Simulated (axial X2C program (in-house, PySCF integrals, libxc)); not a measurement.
# CoIn: from the spin-free to the two-component result

Calculated with an in-house relativistic program for diatomic molecules. Spin-free means the one-electron spin-free X2C Hamiltonian; two-component (2c) means X2C with spin–orbit coupling and atomic mean-field two-electron Coulomb and Gaunt terms, so the difference of the two also holds small scalar two-electron terms. Basis: In dyall-cv3z [11s12p9d4f1g], Co dyall-cv3z [9s10p6d3f2g] (cores contracted in-house); Gaussian nuclei, density fitting, unrestricted open shells. Masses: In 114.904 u, Co 58.933 u.

Spin-free state: M_S = 1, Λ = 3 (beyond evenly filled blocks: π+α, π+β, π-α, δ+α, δ+β, δ-α); fragments In + Co.

| level | Re (Å) | ωe (cm⁻¹) | De (eV) | μ (D) |
| --- | --- | --- | --- | --- |
| PBE0 | 2.625 | 183.0 | 1.362 | -0.56 |

Dipoles are positive if Co is the positive end.

Two-component determinant lowest at the distance of the search:

Ω = 3 (⟨Sz⟩ = 1.00, ⟨Lz⟩ = 2.00 at PBE0); fragments In + Co.

```tsv
level	Re (Å)	ωe (cm⁻¹)	μ (D)
PBE0	2.603	184.2	-0.35
```

(1) From the two tables, how do the constants change at the PBE0 level (2c against spin-free)?

Occupations by symmetry block were frozen at the best pattern of an incomplete PBE0 search. Dissociation energies refer to the lowest single-determinant-based atoms at the same level and basis. De is not given where an atomic determinant may have missed its ground term or J level, or where the truncated virtual space spoils (T). Density functionals use the spin component along the axis (collinear). PBE0 can misorder states that lie within some tenths of an eV, so this need not be the ground state of the molecule. The nearest other spin-free determinant of the search, M_S = 1, Λ = 1, lies 0.15 eV up at the distance of the search. Without a current term, density functionals place determinants with orbital angular momentum somewhat too high. With several unpaired electrons one determinant need not be a pure state. The determinant is spin-polarised beyond a pure state at some levels (its spin-free form has ⟨S²⟩ too high), which makes Re and μ there less reliable.

## Answers

(1) At the PBE0 level Re falls by 0.022 Å and ωe increases by 1.2 cm⁻¹. The two determinants differ in configuration, so these shifts compare two states and are not the spin–orbit effect on one state.
